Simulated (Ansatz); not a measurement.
Calculated with Ansatz (gas phase, PBE0-D4/def2-TZVP geometries, no zero-point term in ΔE). CCSD(T)/CBS is the MP2 limit (def2-TZVPP, def2-QZVPP) plus CCSD(T) − MP2 in def2-TZVPP, frozen cores. DFT in def2-TZVPP. B3LYP here is the variant with VWN-RPA as its local correlation; programs differ in this. def2 core potentials past Kr. For W outer-core shells are correlated without core-valence functions, which leaves a few kJ/mol of doubt a bond. Each species was taken in one conformer, which may not be the lowest.

Reaction (redistribution): `O[SiH2]N[SiH2][SiH3]` + `[F][W]([F])(=[S])=[S]` → `F[SiH2]N[SiH2][SiH3]` + `[OH][W]([F])(=[S])=[S]`

**Question.** Is it downhill or uphill in electronic energy at CCSD(T)/CBS, and by how much? (An estimate is asked.)

**Answer.** The calculation gave: Downhill: ΔE = -34.9 kJ/mol.

**Question.** What do these levels give: r2SCAN-D4, PBE0-D4, B3LYP-D4, ωB97M-V, B2PLYP, PBE, r2SCAN, PBE0, B3LYP, MP2/def2-TZVPP, SCS-MP2/def2-TZVPP, CCSD(T)/def2-TZVPP? (Best estimate.)

**Answer.** The calculation gave: r2SCAN-D4 -28.2, PBE0-D4 -29.5, B3LYP-D4 -30.6, ωB97M-V -29.0, B2PLYP -33.8, PBE -28.1, r2SCAN -28.7, PBE0 -31.2, B3LYP -33.7, MP2/def2-TZVPP -35.8, SCS-MP2/def2-TZVPP -35.4, CCSD(T)/def2-TZVPP -34.2 kJ/mol.

Largest T1 diagnostic among the species: 0.022, so the coupled-cluster value is less sure than usual.

In def2-TZVPP, CCSD(T) changes the Hartree–Fock value by +6.9 kJ/mol (the triples alone add +1.7 kJ/mol) and MP2 by +5.2 kJ/mol. The D4 term adds +3.1 kJ/mol with B3LYP and +1.7 kJ/mol with PBE0; it sums over pairs of atoms, weighted by their polarisabilities, and B3LYP, whose exchange is more repulsive, gets the larger term.
